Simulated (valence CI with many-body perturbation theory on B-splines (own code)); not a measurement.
E1 transitions of Cr XVIII

Method: relativistic CI+MBPT: five valence electrons over a frozen Dirac-Fock core [He], a basis of 11 s, 11 p, 10 d, 8 f, 5 g, 2 h functions for each j, with the one-electron correlation potential Σ1 (screened to all orders), the two-electron term Σ2, the three-electron term Σ3, Breit, model QED; selected single and double excitations, second order for the rest, scaled by the run's own slope (own B-spline code, finite nucleus).

No measured spectrum was set against this ion. As an estimate, levels of excited configurations hold to 0.05 to 0.15 % of their energy, terms of the ground configuration to about 0.5 %. Among the levels kept, up to 5400 cm⁻¹ of a level comes from second order outside the variational space, and about a tenth of that is noise between levels of different J, which matters for small intervals.

Lines 1 to 50 of 596 in falling wavelength, among levels below 911.26 eV, chosen from the strongest by gf and those to the six lowest levels. Wavelengths and rates use the calculated energies, so an error of 600 cm⁻¹ moves a line at 611.0 Å by 0.37 % and its rate by three times that or more. Electric multipoles are in the length gauge, E1 and E2 with the static RPA response of the core. Weak lines are less certain than strong ones. Lines between different terms over intervals too small for the method are left out, as are lines whose strength nearly cancels. Where a level lies close to another of its J and parity, the split of strength between their lines is uncertain. The highest levels of a list are the least certain.

Names give the largest LS component (configuration and term), which can be under half, so a name can repeat, a term be missing and a line seem to break the LS rules; names also repeat where a configuration has a term twice. Letters in brackets count levels of one name in rising energy.

| λ vac (Å) | Upper | Lower | A (s⁻¹) | S (a.u.) with core polarisation | S without |
| --- | --- | --- | --- | --- | --- |
| 611.0 | 2s2p³3p ²F_7/2 [a] | 2s2p³3s ²D°_5/2 [a] | 1.04e+09 | 9.33e-01 | 9.33e-01 |
| 610.4 | 2s2p³3p ⁴P_5/2 [a] | 2s2p³3s ⁴S°_3/2 [a] | 7.16e+08 | 4.82e-01 | 4.82e-01 |
| 607.0 | 2s2p³3p ⁴P_3/2 [a] | 2s2p³3s ⁴S°_3/2 [a] | 8.35e+08 | 3.69e-01 | 3.69e-01 |
| 595.7 | 2s2p³3p ²F_5/2 [a] | 2s2p³3s ²D°_3/2 [a] | 1.07e+09 | 6.68e-01 | 6.68e-01 |
| 589.6 | 2s2p³3p ⁴P_1/2 [a] | 2s2p³3s ⁴S°_3/2 [a] | 8.71e+08 | 1.76e-01 | 1.76e-01 |
| 561.3 | 2s2p³3d ⁴D°_7/2 [b] | 2s2p³3p ⁴P_5/2 [b] | 3.45e+08 | 2.41e-01 | 2.41e-01 |
| 561.1 | 2s2p³3p ⁴D_3/2 [a] | 2s2p³3s ⁴D°_5/2 | 6.33e+08 | 2.21e-01 | 2.21e-01 |
| 558.4 | 2s2p³3p ⁴D_3/2 [a] | 2s2p³3s ⁴D°_3/2 | 5.39e+08 | 1.85e-01 | 1.85e-01 |
| 553.2 | 2s²2p²3p ⁴D°_1/2 | 2s²2p²3s ⁴P_1/2 | 1.25e+09 | 2.08e-01 | 2.08e-01 |
| 537.5 | 2s2p³3p ⁴P_3/2 [d] | 2s2p³3s ⁴S°_3/2 [b] | 9.15e+08 | 2.80e-01 | 2.80e-01 |
| 537.2 | 2s2p³3p ²F_5/2 [b] | 2s2p³3s ²D°_3/2 [b] | 1.55e+09 | 7.12e-01 | 7.12e-01 |
| 536.5 | 2s2p³3p ²P_3/2 [c] | 2s2p³3s ²D°_5/2 [b] | 6.20e+08 | 1.89e-01 | 1.89e-01 |
| 532.0 | 2s2p³3d ⁴D°_5/2 [b] | 2s2p³3p ⁴P_3/2 [b] | 6.09e+08 | 2.72e-01 | 2.72e-01 |
| 531.7 | 2s2p³3p ⁴D_5/2 [a] | 2s2p³3s ⁴D°_5/2 | 1.27e+09 | 5.67e-01 | 5.67e-01 |
| 530.8 | 2s2p³3p ⁴F_7/2 | 2s2p³3s ⁴D°_7/2 | 1.25e+09 | 7.40e-01 | 7.40e-01 |
| 527.8 | 2s2p³3p ²D_3/2 [b] | 2s2p³3s ²P°_1/2 [a] | 1.19e+09 | 3.45e-01 | 3.45e-01 |
| 523.2 | 2s2p³3p ⁴D_5/2 [c] | 2s2p³3s ⁴P°_5/2 | 5.19e+08 | 2.20e-01 | 2.20e-01 |
| 520.5 | 2s2p³3p ²P_3/2 [b] | 2s2p³3s ²P°_3/2 [a] | 1.66e+09 | 4.63e-01 | 4.63e-01 |
| 520.2 | 2s2p³3p ⁴F_3/2 | 2s2p³3s ⁴D°_1/2 | 1.03e+09 | 2.86e-01 | 2.86e-01 |
| 517.4 | 2s²2p²3p ⁴P°_5/2 | 2s²2p²3s ⁴P_5/2 | 1.21e+09 | 4.95e-01 | 4.96e-01 |
| 516.7 | 2s²2p²3p ²F°_5/2 | 2s²2p²3s ²D_3/2 | 1.57e+09 | 6.43e-01 | 6.43e-01 |
| 513.6 | 2s2p³3d ⁴P°_5/2 [a] | 2s2p³3p ⁴P_5/2 [b] | 8.99e+08 | 3.61e-01 | 3.61e-01 |
| 511.9 | 2s2p³3p ⁴D_1/2 [b] | 2s2p³3s ⁴P°_1/2 | 1.33e+09 | 1.77e-01 | 1.77e-01 |
| 510.0 | 2s2p³3p ⁴S_3/2 | 2s2p³3s ⁴P°_5/2 | 5.63e+08 | 1.48e-01 | 1.48e-01 |
| 509.6 | 2s2p³3p ⁴D_3/2 [b] | 2s2p³3s ⁴P°_3/2 | 9.28e+08 | 2.43e-01 | 2.43e-01 |
| 507.5 | 2s2p³3p ²D_5/2 [b] | 2s2p³3s ²P°_3/2 [a] | 1.48e+09 | 5.72e-01 | 5.73e-01 |
| 507.3 | 2s2p³3d ⁴G°_9/2 | 2s2p³3p ⁴F_9/2 | 4.67e+08 | 3.01e-01 | 3.01e-01 |
| 507.1 | 2s2p³3p ⁶P_3/2 | 2s2p³3s ⁶S°_5/2 | 2.03e+09 | 5.22e-01 | 5.22e-01 |
| 498.0 | 2s2p³3p ⁴F_7/2 | 2s2p³3s ⁴D°_5/2 | 5.76e+08 | 2.81e-01 | 2.81e-01 |
| 494.6 | 2s²2p²3d ²D_5/2 [c] | 2s²2p²3p ²P°_3/2 [b] | 7.54e+08 | 2.70e-01 | 2.70e-01 |
| 494.5 | 2s2p³3p ²F_7/2 [b] | 2s2p³3s ²D°_5/2 [b] | 2.19e+09 | 1.05e+00 | 1.05e+00 |
| 494.4 | 2s2p³3p ⁶P_5/2 | 2s2p³3s ⁶S°_5/2 | 2.14e+09 | 7.68e-01 | 7.68e-01 |
| 493.5 | 2s2p³3p ⁴D_3/2 [b] | 2s2p³3s ⁴P°_1/2 | 9.52e+08 | 2.26e-01 | 2.26e-01 |
| 493.0 | 2s2p³3p ⁴D_7/2 [a] | 2s2p³3s ⁴D°_7/2 | 4.90e+08 | 2.32e-01 | 2.32e-01 |
| 492.7 | 2s2p³3p ⁴D_7/2 [b] | 2s2p³3s ⁴P°_5/2 | 2.17e+09 | 1.02e+00 | 1.02e+00 |
| 492.6 | 2s2p³3d ⁴P°_3/2 [a] | 2s2p³3p ⁴P_5/2 [b] | 6.08e+08 | 1.43e-01 | 1.43e-01 |
| 491.8 | 2s2p³3p ⁴D_5/2 [c] | 2s2p³3s ⁴P°_3/2 | 1.55e+09 | 5.45e-01 | 5.46e-01 |
| 491.5 | 2s2p³3p ⁴P_5/2 [d] | 2s2p³3s ⁴S°_3/2 [b] | 1.92e+09 | 6.74e-01 | 6.74e-01 |
| 489.6 | 2s²2p²3p ⁴P°_3/2 | 2s²2p²3s ⁴P_3/2 | 9.97e+08 | 2.31e-01 | 2.31e-01 |
| 489.5 | 2s2p³3d ²F°_7/2 [c] | 2s2p³3p ²D_5/2 [c] | 1.15e+09 | 5.31e-01 | 5.31e-01 |
| 485.8 | 2s²2p²3p ⁴D°_7/2 | 2s²2p²3s ⁴P_5/2 | 2.09e+09 | 9.46e-01 | 9.46e-01 |
| 483.6 | 2s²2p²3p ⁴D°_5/2 | 2s²2p²3s ⁴P_3/2 | 1.93e+09 | 6.48e-01 | 6.48e-01 |
| 483.6 | 2s²2p²3p ²D°_3/2 [a] | 2s²2p²3s ²P_1/2 | 1.04e+09 | 2.33e-01 | 2.33e-01 |
| 482.9 | 2s2p³3p ²D_5/2 [d] | 2s2p³3s ²P°_3/2 [b] | 2.19e+09 | 7.32e-01 | 7.32e-01 |
| 481.6 | 2s2p³3p ⁴D_5/2 [b] | 2s2p³3s ⁴D°_3/2 | 2.06e+09 | 6.80e-01 | 6.81e-01 |
| 481.6 | 2s²2p²3d ²P_3/2 [b] | 2s²2p²3p ²P°_3/2 [b] | 8.55e+08 | 1.89e-01 | 1.88e-01 |
| 480.1 | 2s2p³3d ⁴F°_7/2 [a] | 2s2p³3p ⁴F_7/2 | 6.96e+08 | 3.04e-01 | 3.04e-01 |
| 480.1 | 2s2p³3p ⁴S_3/2 | 2s2p³3s ⁴P°_3/2 | 9.05e+08 | 1.98e-01 | 1.98e-01 |
| 478.2 | 2s2p³3d ⁴G°_5/2 | 2s2p³3p ²P_3/2 [a] | 5.15e+08 | 1.67e-01 | 1.67e-01 |
| 477.9 | 2s2p³3d ⁶D°_9/2 | 2s²2p²3d ²G_7/2 | 3.97e+08 | 2.14e-01 | 2.14e-01 |
